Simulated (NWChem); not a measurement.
CH4CdSe; SMILES [CH3][Cd][SeH]

```xyz
7

Cd     0.0079    -0.7227    -0.0001
C      0.0112    -2.8349     0.0002
H     -0.3693    -3.2174    -0.9580
H     -0.6246    -3.2162     0.8125
H      1.0339    -3.2118     0.1487
Se     0.0282     1.7512     0.0000
H     -1.4439     1.8006     0.0001
```
Atoms are numbered in this order, from 1.

Program: NWChem. Medium grid unless said otherwise, to which SCAN and Minnesota functionals are sensitive. Structure relaxed at the PBE0/def2-SVP level. def2 effective core potentials on Cd; no spin-orbit coupling. Total energies of different functionals are on different scales.

| level | energy (Ha) | highest occupied level (eV) | orbital gap (eV) | dipole (D) |
|---|---|---|---|---|
| B3LYP/def2-SVP | -2609.5888 | -6.22 | 5.47 | 1.92 |
| PBE/def2-SVP | -2609.0750 | -5.36 | 4.13 | 1.91 |
| MN15/def2-SVP | -2609.3697 | -7.11 | 7.11 | 2.01 |
| r2SCAN0/def2-SVP | -2609.4731 | -6.67 | 6.32 | 2.14 |
| MPW1K/def2-SVP | -2609.7061 | -7.33 | 7.28 | 2.13 |
| PBE0/def2-SVP | -2609.1541 | -6.49 | 5.99 | 2.04 |
| revPBE/def2-SVP | -2609.3337 | -5.32 | 4.16 | 1.93 |
| B3PW91/def2-SVP | -2609.5944 | -6.30 | 5.69 | 2.05 |
| N12/def2-SVP | -2611.2986 | [?] | 4.06 | [?] |
| LDA (Slater exchange, PW92)/def2-SVP | -2605.3851 | -5.51 | 4.06 | 1.94 |

Q: What belongs in the gaps?

A: 
- N12/def2-SVP, highest occupied level (eV): -5.12
- N12/def2-SVP, dipole (D): 1.84
